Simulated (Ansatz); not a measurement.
Stepwise reaction of `C[S][Al]([Cl])[Cl]` with hydrogen, as a gas-phase model of exchange steps in deposition or etching. ΔE in kJ/mol; ΔG adds harmonic PBE0-D4 terms to CCSD(T)/CBS, at 1 bar.

Calculated with Ansatz (gas phase, PBE0-D4/def2-TZVP geometries, no zero-point term in ΔE). CCSD(T)/CBS is the MP2 limit (def2-TZVPP, def2-QZVPP) plus CCSD(T) − MP2 in def2-TZVPP, frozen cores. This one scheme is used for every species. Functionals use def2-TZVPP. B3LYP here is the variant with VWN-RPA as its local correlation; programs differ in this. One conformer a species, not always the lowest.

| step | reaction | PBE-D4 | B3LYP-D4 | ωB97M-V | CCSD(T)/CBS | ΔG(600 K) |
| --- | --- | --- | --- | --- | --- | --- |
| 2 | `C[S][AlH][Cl]` + H₂ → `C[S][AlH2]` + HCl | 143.2 | 145.0 | 145.6 | 147.6 | 137.8 |

(1) Give the row of step 1, `C[S][Al]([Cl])[Cl]` + H₂ → `C[S][AlH][Cl]` + HCl. (Best estimate.)

(2) By hand: ΔE of the 2 steps together at CCSD(T)/CBS.

## Answers

(1) The calculation gave: 
```json
{"step": "1", "reaction": "`C[S][Al]([Cl])[Cl]` + H₂ → `C[S][AlH][Cl]` + HCl", "PBE-D4": "136.5", "B3LYP-D4": "139.4", "ωB97M-V": "138.5", "CCSD(T)/CBS": "141.1", "ΔG(600 K)": "138.7"}
```

(2) (141.1) + (147.6) = 288.7 kJ/mol, or 144.3 kJ/mol a step.

In ΔE each step is higher than the one before. All are uphill at CCSD(T)/CBS. ΔG lies between 137.8 and 138.7 kJ/mol a step. PBE-D4 differs from CCSD(T)/CBS by -4.6 to -4.4 kJ/mol a step. Isolated molecules leave out the surface, adducts and barriers. Largest T1 diagnostic: 0.011.
